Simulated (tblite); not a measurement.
C2H7Cl2NSi3.
Geometry (GFN2-xTB, Å), atoms numbered from 1 in this order:
```xyz
15
C2H7Cl2NSi3 angstrom
N     -1.7770    0.6212    2.3024
C     -1.8237   -0.1510    1.4562
Si    -1.8213   -1.3432    0.0179
Si    -0.4170   -0.4005   -1.5873
Si     1.2071    1.0805   -0.8292
C      1.5231    0.6780    1.0349
Cl     3.0604    1.3888    1.5596
Cl     1.5774   -1.0894    1.2629
H     -1.4021   -2.6178    0.6034
H     -3.2436   -1.4460   -0.3330
H     -1.2420    0.2848   -2.5974
H      0.2061   -1.4991   -2.3436
H      0.8670    2.5068   -0.8266
H      2.5219    0.9487   -1.4605
H      0.7594    1.0461    1.7183
```

Calculated harmonic vibrations of the isolated species, GFN2-xTB (tblite), most abundant isotopes, no scaling. This tight-binding method is rough: wavenumbers can miss measured ones by several per cent, in bad cases by 10 to 20. Modes of hydrogen on silicon can be 10 to 20 % off. One conformer, not necessarily the lowest.

Harmonic wavenumbers (cm⁻¹): 25.1, 34.9, 44.3, 58.6, 70.7, 118.0, 174.2, 206.6, 256.2, 272.2, 309.8, 324.4, 363.6, 393.6, 421.5, 479.6, 524.7, 549.6, 569.3, 596.5, 628.9, 632.1, 649.3, 671.7, 700.5, 770.7, 781.1, 788.2, 826.2, 1131.7, 1180.6, 2157.6, 2168.9, 2212.9, 2228.9, 2246.8, 2254.2, 2342.0, 2956.8.

A = 1177, B = 566.1, C = 484.3 MHz; mass 198.926 u (most abundant isotopes); point group C1, symmetry number 1.

Q: What is the zero-point energy?

A: Half the sum of the wavenumbers: 16561 cm⁻¹ = 198.12 kJ/mol.

Q: Entropy at 273.15 K, 1 bar (ideal gas, RRHO, classical rotation)?

A: Translation 173.05, rotation 129.77, vibration 184.41: S = 487.2 J/(mol K).

Q: And Cp and H(273.15 K) − H(0)?

A: Cp = 192.35 J/(mol K), of which vibrations give 159.09 (their classical limit is 39 R = 324.3); H(273.15 K) − H(0) = 33.21 kJ/mol without the zero-point energy, 24.13 from vibrations.

Q: What must be added to the electronic energy to get the Gibbs energy at 273.15 K and 1 bar?

A: ZPE + [H(273.15 K) − H(0)] − T·S = 198.12 + 33.21 − 133.09 = 98.24 kJ/mol.

Q: How do the functions run with temperature in this model?

A: 
| T (K) | S (J/(mol K)) | Cp (J/(mol K)) | H − H(0) (kJ/mol) | G − H(0) (kJ/mol) | ln q(vib) |
| --- | --- | --- | --- | --- | --- |
| 100 | 343.8 | 102.6 | 7.19 | -27.20 | 4.31 |
| 200 | 432.5 | 158.9 | 20.31 | -66.20 | 8.63 |
| 300 | 505.7 | 202.3 | 38.51 | -113.21 | 12.59 |
| 500 | 622.0 | 251.3 | 84.45 | -226.55 | 19.66 |
| 800 | 749.4 | 290.1 | 166.23 | -433.31 | 28.42 |
| 1000 | 816.0 | 306.5 | 225.98 | -590.04 | 33.35 |

q(vib) and H(0) count from the zero-point level.

Hindered rotation and anharmonicity are outside this model. Other conformers, if any are populated, would add a mixing term that is left out. The structure is chiral; the term R ln 2 for an equal mix with its mirror image is left out.
